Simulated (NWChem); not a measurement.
Species: SiPH$_{4}$, doublet; SMILES [SiH3][PH]

```xyz
6

Si     0.0274     1.0210     0.0011
P      0.0802    -1.2273     0.0038
H     -0.6933     1.5271     1.2012
H      1.4177     1.5438     0.0164
H     -0.6650     1.5237    -1.2171
H     -1.3443    -1.2910    -0.0050
```
Atoms are numbered in this order, from 1.

Computed with NWChem. Pople sets run with spherical d functions. Spin-unrestricted. Coordinates come from a PBE0-D3(BJ)/def2-TZVP, spin-unrestricted optimisation. No stability test was run on the SCF state. Solvent water, SMD (1 M gas to 1 M solution), gas-phase geometry. Reactions with the solvent are ignored.

| level | basis functions | solvation free energy (kcal/mol) | cavity-dispersion-structure term (kcal/mol) | dipole in solution (D) | relative time |
|---|---|---|---|---|---|
| B3LYP/STO-3G | 22 | 1.6 | 2.3 | 0.37 | 1 |
| B3LYP/3-21G | 34 | 0.6 | 2.3 | 1.66 | 2 |
| B3LYP/6-31G* | 44 | 1.2 | 2.3 | 1.21 | 3 |
| B3LYP/6-31+G* | 52 | 1.2 | 2.3 | 1.20 | 4 |
| B3LYP/6-311G** | 76 | 1.2 | 2.3 | 1.16 | 4 |
| B3LYP/6-311++G** | 88 | 1.2 | 2.3 | 1.15 | 6 |

Times are rough ratios from one shared machine.
